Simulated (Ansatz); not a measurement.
`[SiH3]OB(Cl)O[SiH3]`, relaxed with RKS PBE-D4/def2-SVP in the Gaussian-basis code of Ansatz from a rough embedded geometry. The force threshold is 0.03 eV/Å; the program also tests the step.

Charge 0, multiplicity 1.

Start:

```xyz
12

Si    1.904   -0.486    0.057
O     0.646   -1.601    0.609
B    -0.498   -0.783    0.921
Cl   -0.763   -0.087    2.668
O    -1.665   -0.715    0.013
Si   -1.605    0.769   -0.817
H     1.631   -0.152   -1.340
H     1.951    0.677    0.894
H     3.168   -1.265    0.166
H    -1.240    1.891    0.108
H    -0.603    0.681   -1.891
H    -2.924    1.072   -1.387
```

**Question.** How much energy does the relaxation release, and in how many steps? (Estimate.)

**Answer.** The calculation gave: 1.37 eV, in 30 steps, 2 of them rejected.

**Question.** Which bonds change most? (Best estimate.)

**Answer.** The calculation gave: B3–O5 from 1.480 to 1.355 Å; B3–Cl4 from 1.899 to 1.812 Å; O2–B3 from 1.440 to 1.355 Å; Si1–O2 from 1.770 to 1.700 Å.

**Question.** Give the relaxed structure. (Best estimate.)

**Answer.** The calculation gave: 
```xyz
12

Si    2.496   -1.080    0.591
O     0.890   -1.053    0.034
B    -0.012   -0.043   -0.020
Cl    0.455    1.603    0.577
O    -1.258   -0.244   -0.514
Si   -2.568    0.828   -0.680
H     3.350   -0.190   -0.263
H     2.556   -0.646    2.026
H     2.943   -2.504    0.461
H    -2.995    1.330    0.667
H    -2.190    1.973   -1.573
H    -3.666    0.025   -1.306
```
